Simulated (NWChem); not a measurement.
# Excited singlets of disilazane (H7NSi2) by symmetry

```xyz
10

Si    -0.1137    -0.0715    -1.5845
N      0.5292     0.3225     0.0000
Si    -0.1137    -0.0715     1.5845
H      1.0065    -0.4447    -2.5204
H     -1.0492    -1.2341    -1.4115
H     -0.8749     1.0597    -2.2339
H      1.3147     0.9828     0.0000
H     -0.8749     1.0597     2.2339
H      1.0065    -0.4447     2.5204
H     -1.0492    -1.2341     1.4115
```
Charge 0, spin multiplicity 1.

Everything below was run with NWChem. The geometry was optimised at PBE/def2-SVP, a minimum by its harmonic frequencies.

Basis set: def2-SVP. Symmetry labels belong to the abelian group Cs used in the runs, with the axes of the coordinates shown. Entries are the lowest vertical excitation energy of each symmetry in eV (for CIS and TDDFT among the lowest few roots); a state of one symmetry need not have the same character in every method. Symmetries that some method's roots don't reach, or where a double excitation leads the EOM-CCSD root, are left out.

The correlated methods keep 11 core orbitals frozen. B3LYP has NWChem's definition, with VWN1-RPA local correlation. Coupled-cluster values serve here as a point of comparison, not as the truth.

```
method            a'    a"
--------------  ----  ----
CIS             7.77  9.53
TD-PBE          5.62  7.09
TD-B3LYP        6.13  7.71
TD-LDA (SVWN5)  5.46  6.96
EOM-CCSD        6.73  8.54
```
